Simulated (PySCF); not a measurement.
## Ionisation energy of Pb(80+) by level of theory

Pb(80+) 1s2 → Pb(81+) 1s1 [1s1/2^1, M_J = 1/2], as a difference of total energies. All numbers are calculated (PySCF 2.14, the two-component X2C-1e Hamiltonian, in an even-tempered Gaussian basis (14 s from 300 bohr⁻², ratio 2.4; 12 p from 390 bohr⁻², ratio 2.4; 3 d from 1200 bohr⁻², ratio 2.6; 3 f from 1800 bohr⁻², ratio 2.6)). Correlated levels: nothing frozen; the 26 highest virtual spinors dropped. "Screened" scales the spin-orbit matrix elements by Boettger's factors to mimic the two-electron term; Breit and QED terms are absent.

| method | ionisation energy (eV) | difference from reference (eV) |
| --- | --- | --- |
| GHF (screened spin-orbit) | 99767.2 | +275.4 |
| GMP2 (screened spin-orbit) | 99769.4 | +277.6 |

Reference: 99491.8 ± 0.3 eV (theoretical estimate listed by NIST; NIST Atomic Spectra Database, ionization energies).

For this ion Breit and QED terms and the two-electron picture change, all absent here, outweigh the correlation shift from GHF to GMP2.
